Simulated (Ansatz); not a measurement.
```yaml
crystal:
  periodic: [false, false, false]
  atoms:
    - {symbol: B, position_ang: [0.010120, -0.481978, -0.802087]}
    - {symbol: Cl, position_ang: [-0.316222, 0.276929, -2.307993]}
    - {symbol: H, position_ang: [0.101124, -1.624030, -0.753763]}
    - {symbol: H, position_ang: [-1.005959, -0.087864, 0.114150]}
    - {symbol: B, position_ang: [-0.021182, 0.490007, 0.787722]}
    - {symbol: Cl, position_ang: [0.276374, -0.360630, 2.256058]}
    - {symbol: H, position_ang: [-0.127391, 1.683576, 0.665384]}
    - {symbol: H, position_ang: [0.993191, 0.138704, -0.065826]}
basis:
  gaussian: {orbitals: cc-pVDZ}
hamiltonian: {xc: {name: HF}}
correlation: {active_space: {window: {electrons: 2, orbitals: 1}}}
output: {forces: true}
```

```sh
$ ansatz run in.yaml --threads 4 --pin off --events-out ev --progress --plain --max-ram 3916MiB
```

Shortened log:

```
Functional definition: HF
822 factors; integrals over basis functions are off by at most 8.9e-4 eV
mean field evaluation 1: about -26413.8791 eV, gradient 1.7e1 eV
mean field evaluation 2: about -26413.9710 eV, gradient 1.8e1 eV
mean field evaluation 4: about -26415.3031 eV, gradient 2.3e0 eV
mean field evaluation 8: about -26415.3244 eV, gradient 4.2e-4 eV
mean field -26415.32436008 eV, -970.7452652832 hartree, gradient 6.7e-6 eV, S^2 0.000000; 0 other end points of the search recorded, 0 dependent functions left out
reference -26415.32436008 eV, -970.7452652832 hartree; 24, 24 occupied and 60, 60 virtual orbitals, 822 factors
state -26415.32436008 eV, -970.7452652832 hartree
Total energy: -26415.32436008 eV, -970.7452652832 hartree
Atom 0 at     0.010120    -0.481978    -0.802087 Å, force    -0.132903     0.867469     2.223461 eV/Å
Atom 1 at    -0.316222     0.276929    -2.307993 Å, force    -0.184731     0.933912    -1.612089 eV/Å
Atom 2 at     0.101124    -1.624030    -0.753763 Å, force     0.249323    -1.190384     0.238187 eV/Å
Atom 3 at    -1.005959    -0.087864     0.114150 Å, force     0.527950    -0.098118    -0.249525 eV/Å
Atom 4 at    -0.021182     0.490007     0.787722 Å, force    -0.056280     0.710546    -2.310625 eV/Å
Atom 5 at     0.276374    -0.360630     2.256058 Å, force     0.213320    -0.675147     1.813873 eV/Å
Atom 6 at    -0.127391     1.683576     0.665384 Å, force    -0.017865    -0.355501     0.343838 eV/Å
Atom 7 at     0.993191     0.138704    -0.065826 Å, force    -0.598813    -0.192778    -0.447120 eV/Å
Dipole moment:     0.006560    -0.009746    -0.038886 e Å
```

It took 3.6 s on 4 threads of Intel Xeon on a shared host.
